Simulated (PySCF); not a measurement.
# Mayer bond orders and bond lengths

Species: C4H8N2Si2.
SMILES with atom numbers: `[CH:1]#[C:2][Si@:3]([SiH3:4])([C:5]#[N:6])[NH:7][CH3:8]` (hydrogens: H9 on C1; H10, H11, H12 on Si4; H13 on N7; H14, H15, H16 on C8)

Geometry (GFN2-xTB, Å), atoms numbered from 1 in this order:
```
atom  x, y, z in Å
C1     0.6197    2.2869    1.9825
C2     0.5637    1.4042    1.1664
Si3    0.4278    0.0179   -0.0750
Si4    2.0951   -1.5704    0.0414
C5     0.4380    1.0038   -1.6745
N6     0.4668    1.5919   -2.6573
N7    -1.1149   -0.7454   -0.1234
C8    -2.3497   -0.0659   -0.4453
H9     0.6752    3.0657    2.6888
H10    2.3215   -2.2445   -1.2372
H11    1.7842   -2.5999    1.0386
H12    3.3481   -0.9306    0.4420
H13   -1.2730   -1.5493    0.4652
H14   -2.8071    0.4040    0.4318
H15   -2.1408    0.7107   -1.1779
H16   -3.0622   -0.7703   -0.8775
```

Bond orders from the PBE0/pcSseg-1 density (PySCF). Isolated species at its GFN2-xTB geometry (one conformer only).

How far do the computed orders between heavy atoms stray from the drawn ones?

The largest departure is 0.412, at C1–C2 (drawn triple, 2.588). Drawn single, order below 0.88: C2–Si3 (0.829) and Si3–C5 (0.771). Drawn double or triple, more than 0.30 short of the drawn order: C1–C2 (2.588).

Give the Mayer order of every bond, beside its length.

```json
{"bond": "C1–C2", "drawn as": "triple", "length (Å)": "1.204", "Mayer order": "2.588"}
{"bond": "C2–Si3", "drawn as": "single", "length (Å)": "1.866", "Mayer order": "0.829"}
{"bond": "Si3–Si4", "drawn as": "single", "length (Å)": "2.306", "Mayer order": "0.927"}
{"bond": "Si3–C5", "drawn as": "single", "length (Å)": "1.879", "Mayer order": "0.771"}
{"bond": "C5–N6", "drawn as": "triple", "length (Å)": "1.146", "Mayer order": "2.924"}
{"bond": "Si3–N7", "drawn as": "single", "length (Å)": "1.722", "Mayer order": "1.070"}
{"bond": "N7–C8", "drawn as": "single", "length (Å)": "1.446", "Mayer order": "0.954"}
{"bond": "C1–H9", "drawn as": "single", "length (Å)": "1.053", "Mayer order": "1.090"}
{"bond": "Si4–H10", "drawn as": "single", "length (Å)": "1.463", "Mayer order": "0.937"}
{"bond": "Si4–H11", "drawn as": "single", "length (Å)": "1.467", "Mayer order": "0.929"}
{"bond": "Si4–H12", "drawn as": "single", "length (Å)": "1.463", "Mayer order": "0.936"}
{"bond": "N7–H13", "drawn as": "single", "length (Å)": "1.009", "Mayer order": "0.925"}
{"bond": "C8–H14", "drawn as": "single", "length (Å)": "1.095", "Mayer order": "0.964"}
{"bond": "C8–H15", "drawn as": "single", "length (Å)": "1.088", "Mayer order": "0.958"}
{"bond": "C8–H16", "drawn as": "single", "length (Å)": "1.091", "Mayer order": "0.967"}
```

By pair of heavy elements: C–Si: lowest Si3–C5 (0.771, 1.879 Å), highest C2–Si3 (0.829, 1.866 Å). C–N: lowest N7–C8 (0.954, 1.446 Å), highest C5–N6 (2.924, 1.146 Å).

Sum the orders of all bonds at each heavy atom with more than one neighbour and set the sums beside the valence in the SMILES.

C1 3.678 (drawn 4), C2 3.417 (drawn 4), Si3 3.597 (drawn 4), Si4 3.729 (drawn 4), C5 3.695 (drawn 4), N7 2.949 (drawn 3), C8 3.843 (drawn 4). Orders between atoms that aren't bonded are not in these sums.

Mayer orders depend on the basis set.

These values come from a run that also computed NMR shieldings. Hardware: one thread, Arm Neoverse N1 (aarch64), on a shared host. Cost: 56 s wall, 0.90 GiB resident at most.
